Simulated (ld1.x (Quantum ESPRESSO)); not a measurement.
# Reading a pseudo-wave (phosphorus)

Columns: radius, all-electron u(r) and pseudo u(r) of the 3p shell (level -5.52 eV) of phosphorus in the configuration [Ne] 3s2 3p3; PBE, non-relativistic, RRKJ scheme, ld1.x (Quantum ESPRESSO) 7.5.

```csv
r (bohr),all-electron,pseudo
0.090,0.1131,-0.0029
0.180,0.2429,-0.0119
0.270,0.2956,-0.0275
0.360,0.2769,-0.0507
0.450,0.2104,-0.0820
0.540,0.1174,-0.1217
0.630,0.0132,-0.1696
0.720,-0.0923,-0.2244
0.810,-0.1929,-0.2841
0.900,-0.2851,-0.3463
0.990,-0.3672,-0.4080
1.080,-0.4386,-0.4665
1.170,-0.4998,-0.5192
1.260,-0.5510,-0.5646
1.350,-0.5924,-0.6018
1.440,-0.6248,-0.6307
1.530,-0.6489,-0.6521
1.620,-0.6657,-0.6668
1.710,-0.6758,-0.6760
1.800,-0.6803,-0.6803
1.890,-0.6798,-0.6798
1.980,-0.6752,-0.6752
2.070,-0.6671,-0.6671
2.160,-0.6561,-0.6561
2.250,-0.6428,-0.6428
2.340,-0.6275,-0.6275
```

(1) How many radial nodes do the two functions have?

(2) At about which radius was the pseudo-wave matched?

(3) Is the pseudo-wave norm-conserving?

## Answers

(1) The all-electron 3p function has n − l − 1 = 1; the pseudo-wave has 0, since the states of the same l below it are removed with the core.

(2) 1.80 bohr, where the columns begin to agree (steps of 0.09 bohr).

(3) Yes: the RRKJ scheme keeps the norm inside the radius equal to the all-electron one, which fixes the energy derivative of the logarithmic derivative at the level.
